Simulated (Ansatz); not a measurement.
`c1cc[nH]c1` and `N#Cc1ccc[nH]1` differ in one atom or group.

Ansatz, PBE0-D4/def2-TZVP geometries, multiplicity 1. 

| property | `c1cc[nH]c1` |
| --- | --- |
| LUMO energy (PBE0/def2-TZVPP) / eV | 1.06 |
| HOMO energy (PBE0/def2-TZVPP) / eV | -6.11 |
| HOMO energy (ωB97M-V/def2-TZVPP) / eV | -8.26 |
| size of the dipole moment (ωB97M-V/def2-TZVPP) / D | 1.95 |
| LUMO energy (PBE/def2-TZVPP) / eV | 0.10 |
| ideal-gas entropy at 298 K and 1 bar (rigid rotor, harmonic PBE0-D4/def2-TZVP) / J/(mol·K) | 270 |

Give the same properties after the change, and the shifts. (Estimate.)

The calculation gave: 
| property | `N#Cc1ccc[nH]1` | shift |
| --- | --- | --- |
| LUMO energy (PBE0/def2-TZVPP) / eV | -0.79 | -1.85 |
| HOMO energy (PBE0/def2-TZVPP) / eV | -6.91 | -0.80 |
| HOMO energy (ωB97M-V/def2-TZVPP) / eV | -8.95 | -0.69 |
| size of the dipole moment (ωB97M-V/def2-TZVPP) / D | 4.38 | 2.43 |
| LUMO energy (PBE/def2-TZVPP) / eV | -1.67 | -1.77 |
| ideal-gas entropy at 298 K and 1 bar (rigid rotor, harmonic PBE0-D4/def2-TZVP) / J/(mol·K) | 315 | 45 |

With PBE0 the HOMO falls by 0.80 eV and the LUMO falls by 1.85 eV, so the gap narrows by about 1.05 eV. PBE moves the HOMO by -0.82 eV and ωB97M-V by -0.69 eV. The zero-point energy changes by -2.4 kJ/mol with +3 modes. Dipoles are sizes alone; their direction can turn.
